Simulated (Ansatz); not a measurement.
Born–Oppenheimer molecular dynamics of BCl2F (4 atoms, charge 0, multiplicity 1). It starts from a relaxed structure.

Method: Ansatz 0.2.0, RKS r2SCAN-D4/def2-SVP.

| Property | Result |
| --- | --- |
| ensemble | NVT, Langevin thermostat |
| time step | 2 fs |
| steps asked | 100 |
| set temperature | 400 K |
| friction | 0.001 /fs |
| seed | 137457 |

First frame:

```xyz
4
Properties=species:S:1:pos:R:3
B 0.000 0.000 -0.037
F 0.000 0.000 1.277
Cl 1.525 0.000 -0.890
Cl -1.525 0.000 -0.890
```

**Question.** How far do the bonds stretch over the last three quarters of this one trajectory? (Pairs bonded in most of those frames.)

**Answer.** 
| bond | mean (Å) | spread (Å) | shortest | longest |
| --- | --- | --- | --- | --- |
| B1–F2 | 1.316 | 0.033 | 1.26 | 1.37 |
| B1–Cl3 | 1.751 | 0.018 | 1.70 | 1.79 |
| B1–Cl4 | 1.751 | 0.022 | 1.72 | 1.80 |

Mean temperature of the second half: 143 K. The mean temperature of the second half is 64 % below the set value. A run of 0.2 ps of so small a system gives no equilibrium averages.

Run time: 3.5 min on 1 thread of AMD EPYC 7R43 64-Core Processor (Zen 3), on a shared host, peak memory 0.13 GiB.
